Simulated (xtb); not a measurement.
Input for xtb:
```
$ xtb mol.xyz --gfn 1 --etemp 3000 --json

# file mol.xyz
19

C     -2.04448569    -1.42504237     0.50157321
O     -0.72766379    -0.96783355     0.60420261
Si    -0.03861108     0.32829990    -0.12649543
C     -0.79130443     1.98119988     0.41820792
C     -0.12304275     0.11850811    -2.02416713
O      1.47789858     0.38302498     0.45039361
C      2.43946984    -0.63436435     0.46225328
H     -2.14167265    -2.30788577     1.13463031
H     -2.28601463    -1.69261196    -0.52988191
H     -2.74855078    -0.66103992     0.83931906
H     -1.81913215     2.06843940     0.07965383
H     -0.24124933     2.82357068     0.01536447
H     -0.78920165     2.07462366     1.49947239
H      0.23206785    -0.86394160    -2.32751030
H      0.48841885     0.85714329    -2.53312402
H     -1.13675836     0.22640459    -2.39953033
H      3.26653155    -0.30236234     1.09086386
H      2.02211084    -1.55768690     0.86642662
H      2.80830569    -0.82419060    -0.54872151
```

Task: Predict the HOMO-LUMO gap from GFN1-xTB in xtb.

Result: 7.17 eV

Task: What total energy (a free energy at this electronic temperature) does GFN1-xTB give?

Result: -26.3153 Eh

Task: Estimate the partial charges in atom order that GFN1-xTB returns for this input.

Result: C1 0.18, O2 -0.42, Si3 0.48, C4 -0.17, C5 -0.18, O6 -0.41, C7 0.18, H8 0.02, H9 0.02, H10 0.02, H11 0.03, H12 0.04, H13 0.05, H14 0.04, H15 0.04, H16 0.03, H17 0.02, H18 0.03, H19 0.02

Task: What dipole moment does GFN1-xTB give?

Result: 2.06 D
